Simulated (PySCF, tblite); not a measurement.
Isomers of C5H5NO3. Computed with GFN2-xTB (tblite): harmonic, unscaled wavenumbers at the GFN2-xTB geometry, gas phase. Errors from tens to a few hundred cm⁻¹ against measured bands are possible. One conformer each.

Electronic energies: PBE0/pcSseg-1 single points on the GFN2-xTB geometries (PySCF, gas phase).

```json
{"SMILES": "C/N=C\\c1coc(=O)o1", "electronic energy, lowest = 0 (kcal/mol)": "11.9"}
{"SMILES": "N#CC1COC(=O)OC1", "electronic energy, lowest = 0 (kcal/mol)": "0.0"}
{"SMILES": "COC(=O)c1cnoc1", "electronic energy, lowest = 0 (kcal/mol)": "17.0"}
```

Problem. How do GFN2-xTB zero-point energies change the relative energies?

Solution. 
| SMILES | ZPE (kcal/mol) | of it from modes above 1550 cm⁻¹ | electronic (kcal/mol) | with ZPE, lowest = 0 (kcal/mol) | lowest mode (cm⁻¹) | rings |
| --- | --- | --- | --- | --- | --- | --- |
| N#CC1COC(=O)OC1 | 61.8 | 27.1 | 0.0 | 0.0 | 80 | 1 |
| C/N=C\c1coc(=O)o1 | 60.8 | 29.0 | 11.9 | 11.0 | 26 | 1 |
| COC(=O)c1cnoc1 | 61.1 | 26.7 | 17.0 | 16.4 | 51 | 1 |

The zero-point energies span 1.0 kcal/mol, from `C/N=C\c1coc(=O)o1` to `N#CC1COC(=O)OC1`. The order is unchanged.

Problem. And how do the electronic energies of GFN2-xTB itself compare?

Solution. `N#CC1COC(=O)OC1` 6.6; `C/N=C\c1coc(=O)o1` 0.0; `COC(=O)c1cnoc1` 20.9 kcal/mol, lowest = 0. Against the energies above, taken from the same isomer `N#CC1COC(=O)OC1`, the largest difference is 18.5 kcal/mol.

Problem. What do entropy and thermal enthalpy add at 298.15 K and 1 bar (rigid rotor, harmonic oscillator, one conformer each)?

Solution. 
```tsv
SMILES	point group	symmetry number	S (cal/(mol K))	H − H(0) (kcal/mol)	ZPE + H − H(0) − TS (kcal/mol)
N#CC1COC(=O)OC1	Cs	1	88.3	5.53	41.0
C/N=C\c1coc(=O)o1	C1	1	90.6	5.68	39.5
COC(=O)c1cnoc1	Cs	1	92.1	5.82	39.4
```
